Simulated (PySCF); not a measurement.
GeCl4, SMILES [Ge]([Cl])([Cl])([Cl])[Cl].

Geometry optimised at ωB97X-D3(BJ)/def2-SVP. The isomer is the one that the SMILES or the coordinates give; other isomers of the formula were not compared.

Calculation: PySCF with PBE/def2-TZVP.

Question: Estimate the frontier levels, gap, dipole moment and polarisability. (Estimate from the structure and the level; the computed values follow.)

Answer: 
```
Property                                                                                                        Value
---------------------------------------------------------------------------------------------  ----------------------
highest occupied level                                                                                       -8.20 eV
lowest empty level                                                                                           -3.21 eV
orbital gap                                                                                                   4.99 eV
dipole moment                                                                                                  0.00 D
quadrupole, principal values (traceless, Buckingham form, about the centre of nuclear charge)    0.00, 0.00, 0.00 D·Å
mean static polarisability                                                                      75.9 bohr³ (11.25 Å³)
polarisability, principal values                                                               75.9, 75.9, 75.9 bohr³
```
